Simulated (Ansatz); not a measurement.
Molecular dynamics of ClFH₄W

Input file:

```yaml
crystal:
  periodic: [false, false, false]
  atoms:
    - { symbol: W, position_ang: [0.0, -0.382453, 0.363944] }
    - { symbol: F, position_ang: [0.0, 0.439882, 2.069014] }
    - { symbol: H, position_ang: [1.420734, 0.312763, -0.194708] }
    - { symbol: H, position_ang: [0.0, 1.221085, -0.128977] }
    - { symbol: H, position_ang: [-1.420734, 0.312763, -0.194708] }
    - { symbol: Cl, position_ang: [0.0, -2.513126, -0.489443] }
    - { symbol: H, position_ang: [0.0, -0.060914, -1.295122] }
basis:
  gaussian: { orbitals: def2-SVP }
hamiltonian:
  xc: pbe
md:
  timestep: 0.5
  n_steps: 150
  ensemble: nvt_langevin
  temperature: 700.0
  initial_velocities: maxwell_boltzmann
  seed: 432625
  friction: 0.001
```

Launched with:

```bash
$ ansatz run input.yaml --threads 1 --pin off --max-ram 2048MiB --backend cpu --events-out ev --progress --plain --runs-dir out
```

It starts from a relaxed structure.

Output, in part (one step line in 3, the closing report, with atoms numbered from 0):

```
md step     0: t =     0.00 fs  T =   600.0 K  F+E_penalty+E_count = -17118.14018886 eV  E_kin = 0.542892 eV  (30 SCF iters)
md step     3: t =     1.50 fs  T =   549.4 K  F+E_penalty+E_count = -17118.10703429 eV  E_kin = 0.497133 eV  (32 SCF iters)
md step     6: t =     3.00 fs  T =   479.6 K  F+E_penalty+E_count = -17118.03518909 eV  E_kin = 0.433911 eV  (32 SCF iters)
md step     9: t =     4.50 fs  T =   426.2 K  F+E_penalty+E_count = -17117.98232359 eV  E_kin = 0.385612 eV  (32 SCF iters)
md step    12: t =     6.00 fs  T =   406.1 K  F+E_penalty+E_count = -17117.95393655 eV  E_kin = 0.367410 eV  (32 SCF iters)
md step    15: t =     7.50 fs  T =   363.3 K  F+E_penalty+E_count = -17117.90266150 eV  E_kin = 0.328755 eV  (31 SCF iters)
md step    18: t =     9.00 fs  T =   259.8 K  F+E_penalty+E_count = -17117.82533197 eV  E_kin = 0.235096 eV  (29 SCF iters)
md step    21: t =    10.50 fs  T =   191.9 K  F+E_penalty+E_count = -17117.76991772 eV  E_kin = 0.173627 eV  (32 SCF iters)
md step    24: t =    12.00 fs  T =   203.1 K  F+E_penalty+E_count = -17117.76721771 eV  E_kin = 0.183731 eV  (32 SCF iters)
md step    27: t =    13.50 fs  T =   266.2 K  F+E_penalty+E_count = -17117.81609880 eV  E_kin = 0.240826 eV  (32 SCF iters)
md step    30: t =    15.00 fs  T =   334.4 K  F+E_penalty+E_count = -17117.88655282 eV  E_kin = 0.302573 eV  (32 SCF iters)
md step    33: t =    16.50 fs  T =   399.8 K  F+E_penalty+E_count = -17117.94088735 eV  E_kin = 0.361732 eV  (32 SCF iters)
md step    36: t =    18.00 fs  T =   421.0 K  F+E_penalty+E_count = -17117.96817818 eV  E_kin = 0.380933 eV  (31 SCF iters)
md step    39: t =    19.50 fs  T =   452.7 K  F+E_penalty+E_count = -17117.98656629 eV  E_kin = 0.409629 eV  (33 SCF iters)
md step    42: t =    21.00 fs  T =   493.4 K  F+E_penalty+E_count = -17118.01008335 eV  E_kin = 0.446449 eV  (33 SCF iters)
md step    45: t =    22.50 fs  T =   528.0 K  F+E_penalty+E_count = -17118.02123280 eV  E_kin = 0.477777 eV  (33 SCF iters)
md step    48: t =    24.00 fs  T =   498.7 K  F+E_penalty+E_count = -17117.99223478 eV  E_kin = 0.451251 eV  (34 SCF iters)
md step    51: t =    25.50 fs  T =   414.0 K  F+E_penalty+E_count = -17117.93593309 eV  E_kin = 0.374628 eV  (33 SCF iters)
md step    54: t =    27.00 fs  T =   373.4 K  F+E_penalty+E_count = -17117.87669782 eV  E_kin = 0.337816 eV  (34 SCF iters)
md step    57: t =    28.50 fs  T =   319.6 K  F+E_penalty+E_count = -17117.83547252 eV  E_kin = 0.289177 eV  (34 SCF iters)
md step    60: t =    30.00 fs  T =   293.9 K  F+E_penalty+E_count = -17117.81479356 eV  E_kin = 0.265902 eV  (34 SCF iters)
md step    63: t =    31.50 fs  T =   268.8 K  F+E_penalty+E_count = -17117.79589956 eV  E_kin = 0.243223 eV  (34 SCF iters)
md step    66: t =    33.00 fs  T =   238.7 K  F+E_penalty+E_count = -17117.76783787 eV  E_kin = 0.216001 eV  (33 SCF iters)
md step    69: t =    34.50 fs  T =   211.4 K  F+E_penalty+E_count = -17117.73981344 eV  E_kin = 0.191257 eV  (34 SCF iters)
md step    72: t =    36.00 fs  T =   195.5 K  F+E_penalty+E_count = -17117.73516537 eV  E_kin = 0.176861 eV  (34 SCF iters)
md step    75: t =    37.50 fs  T =   224.6 K  F+E_penalty+E_count = -17117.75731579 eV  E_kin = 0.203232 eV  (33 SCF iters)
md step    78: t =    39.00 fs  T =   257.9 K  F+E_penalty+E_count = -17117.78437880 eV  E_kin = 0.233364 eV  (33 SCF iters)
md step    81: t =    40.50 fs  T =   285.4 K  F+E_penalty+E_count = -17117.80501569 eV  E_kin = 0.258191 eV  (33 SCF iters)
md step    84: t =    42.00 fs  T =   302.7 K  F+E_penalty+E_count = -17117.82139801 eV  E_kin = 0.273901 eV  (33 SCF iters)
md step    87: t =    43.50 fs  T =   330.2 K  F+E_penalty+E_count = -17117.84921811 eV  E_kin = 0.298757 eV  (33 SCF iters)
md step    90: t =    45.00 fs  T =   385.9 K  F+E_penalty+E_count = -17117.89645451 eV  E_kin = 0.349154 eV  (33 SCF iters)
md step    93: t =    46.50 fs  T =   468.4 K  F+E_penalty+E_count = -17117.95730451 eV  E_kin = 0.423781 eV  (30 SCF iters)
md step    96: t =    48.00 fs  T =   518.8 K  F+E_penalty+E_count = -17118.01009124 eV  E_kin = 0.469465 eV  (33 SCF iters)
md step    99: t =    49.50 fs  T =   569.6 K  F+E_penalty+E_count = -17118.03748622 eV  E_kin = 0.515398 eV  (33 SCF iters)
md step   102: t =    51.00 fs  T =   569.3 K  F+E_penalty+E_count = -17118.03699095 eV  E_kin = 0.515104 eV  (33 SCF iters)
md step   105: t =    52.50 fs  T =   579.3 K  F+E_penalty+E_count = -17118.02615365 eV  E_kin = 0.524125 eV  (32 SCF iters)
md step   108: t =    54.00 fs  T =   534.5 K  F+E_penalty+E_count = -17118.00950971 eV  E_kin = 0.483644 eV  (33 SCF iters)
md step   111: t =    55.50 fs  T =   495.6 K  F+E_penalty+E_count = -17117.97546365 eV  E_kin = 0.448398 eV  (33 SCF iters)
md step   114: t =    57.00 fs  T =   426.4 K  F+E_penalty+E_count = -17117.90633031 eV  E_kin = 0.385841 eV  (33 SCF iters)
md step   117: t =    58.50 fs  T =   357.2 K  F+E_penalty+E_count = -17117.81146144 eV  E_kin = 0.323244 eV  (33 SCF iters)
md step   120: t =    60.00 fs  T =   252.8 K  F+E_penalty+E_count = -17117.72304759 eV  E_kin = 0.228780 eV  (33 SCF iters)
md step   123: t =    61.50 fs  T =   205.6 K  F+E_penalty+E_count = -17117.68417601 eV  E_kin = 0.186007 eV  (34 SCF iters)
md step   126: t =    63.00 fs  T =   226.8 K  F+E_penalty+E_count = -17117.69755825 eV  E_kin = 0.205176 eV  (34 SCF iters)
md step   129: t =    64.50 fs  T =   276.5 K  F+E_penalty+E_count = -17117.74526754 eV  E_kin = 0.250181 eV  (34 SCF iters)
md step   132: t =    66.00 fs  T =   345.4 K  F+E_penalty+E_count = -17117.80427689 eV  E_kin = 0.312558 eV  (34 SCF iters)
md step   135: t =    67.50 fs  T =   405.1 K  F+E_penalty+E_count = -17117.86613934 eV  E_kin = 0.366584 eV  (34 SCF iters)
md step   138: t =    69.00 fs  T =   476.5 K  F+E_penalty+E_count = -17117.93613022 eV  E_kin = 0.431188 eV  (33 SCF iters)
md step   141: t =    70.50 fs  T =   551.0 K  F+E_penalty+E_count = -17118.00829167 eV  E_kin = 0.498562 eV  (33 SCF iters)
md step   144: t =    72.00 fs  T =   647.8 K  F+E_penalty+E_count = -17118.06009465 eV  E_kin = 0.586149 eV  (33 SCF iters)
md step   147: t =    73.50 fs  T =   647.4 K  F+E_penalty+E_count = -17118.06887671 eV  E_kin = 0.585783 eV  (33 SCF iters)
md step   150: t =    75.00 fs  T =   624.0 K  F+E_penalty+E_count = -17118.03787659 eV  E_kin = 0.564604 eV  (30 SCF iters)
Total energy: -17118.03793629 eV, -629.0762911358 hartree
Atom 0 at    -0.013893    -0.346096     0.358549 Å, force     0.729798     0.513476     1.049638 eV/Å
Atom 1 at     0.376777    -0.068137     2.216886 Å, force    -0.389940    -0.299179    -0.932925 eV/Å
Atom 2 at     1.588656     0.136878     0.294774 Å, force    -0.232880    -0.025703     0.094638 eV/Å
Atom 3 at     0.515535     1.264556     0.125576 Å, force    -0.214683    -0.362657    -0.073595 eV/Å
Atom 4 at    -1.218563     0.840981    -0.039624 Å, force     0.352159    -0.321888    -0.001013 eV/Å
Atom 5 at    -0.049991    -2.444624    -0.662815 Å, force    -0.067103     0.627594     0.159530 eV/Å
Atom 6 at     0.723476     0.072526    -1.088803 Å, force    -0.177350    -0.131642    -0.296272 eV/Å
Dipole moment:    -0.192578    -0.107807     0.031592 e Å
```

The run went to its last step. The mean temperature of the second half is 40 % below the set value. A run of 0.075 ps of so small a system gives no equilibrium averages.

The same pairs are bonded in the first frame and the last. Pairs count as bonded within 1.25 times the sum of covalent radii (0.12 Å more for H–H).

Last frame:

```xyz
7
Properties=species:S:1:pos:R:3
W -0.014 -0.346 0.358
F 0.377 -0.068 2.217
H 1.589 0.137 0.295
H 0.515 1.265 0.126
H -1.219 0.841 -0.040
Cl -0.050 -2.445 -0.663
H 0.724 0.072 -1.089
```

Time of the run: 8 min on 1 thread of Arm Neoverse V1, with other jobs on the host, peak memory 0.15 GiB.
